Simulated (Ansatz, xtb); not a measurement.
**Two isomers of C4H3BrN2O**

We compare X, `O=Cn1cc(Br)cn1`, a singlet, with Y, `O=Cn1ccc(Br)n1`, a singlet. Both are isolated molecules in the gas phase, relaxed with B3LYP/def2-SVP, each in the lowest conformer that the search found.

Quicker runs give these differences E(Y) − E(X): GFN2-xTB −4.27 kJ/mol; HF/STO-3G −5.83 kJ/mol (at GFN2-xTB geometries); r2SCAN-D4/def2-SVP −5.23 kJ/mol (at GFN2-xTB geometries).

Task: Estimate E(Y) − E(X) at the level CCSD(T)/def2-SVP + ΔMP2/def2-TZVPP.

Result: CCSD(T)/def2-SVP + ΔMP2/def2-TZVPP gives E(Y) − E(X) = −3.76 kJ/mol, slightly favouring structure Y, which is too small a margin to settle the true order.

The same difference at several levels:

| level | geometry | E(Y) − E(X) (kJ/mol) | departure from the last row (kJ/mol) | job, with rough time for the two |
| --- | --- | --- | --- | --- |
| GFN2-xTB | GFN2-xTB | −4.27 | −0.51 | optimisation, 0.13 s |
| HF/STO-3G | GFN2-xTB | −5.83 | −2.08 | single point, 0.84 s |
| r2SCAN-D4/def2-SVP | GFN2-xTB | −5.23 | −1.47 | single point, 7.8 s |
| B3LYP/def2-SVP | B3LYP/def2-SVP | −4.39 | −0.64 | optimisation, 56 s |
| HF/def2-SVP | B3LYP/def2-SVP | −2.74 | +1.02 | part of the CCSD(T) run |
| MP2/def2-SVP | B3LYP/def2-SVP | −3.79 | −0.03 | part of the CCSD(T) run |
| CCSD(T)/def2-SVP | B3LYP/def2-SVP | −2.66 | +1.10 | single point |
| CCSD(T)/def2-SVP + ΔMP2/def2-TZVPP | B3LYP/def2-SVP | −3.76 |  | single point, 3.7 min |

As drawn, both hold the same kinds of bond in the same numbers.

The largest departure from CCSD(T)/def2-SVP + ΔMP2/def2-TZVPP is that of HF/STO-3G, 2.08 kJ/mol. The last row adds to CCSD(T) the change of the MP2 difference between the two basis sets, here −1.10 kJ/mol.

With thermal terms from frequencies at re-optimised GFN2-xTB minima (ideal gas, soft modes damped towards free rotors, one conformer each, 298.15 K, 1 atm): on the last row, ΔE + ΔZPE = −3.77, ΔH = −3.80, ΔG = −3.50 kJ/mol.

The correlated steps freeze 16 core orbitals; the filled d shell of Br is correlated, in a basis made for valence electrons. Run with Ansatz 0.2.0, xtb 6.7.1; the last row on 2 threads of Arm Neoverse V2 on a shared host.
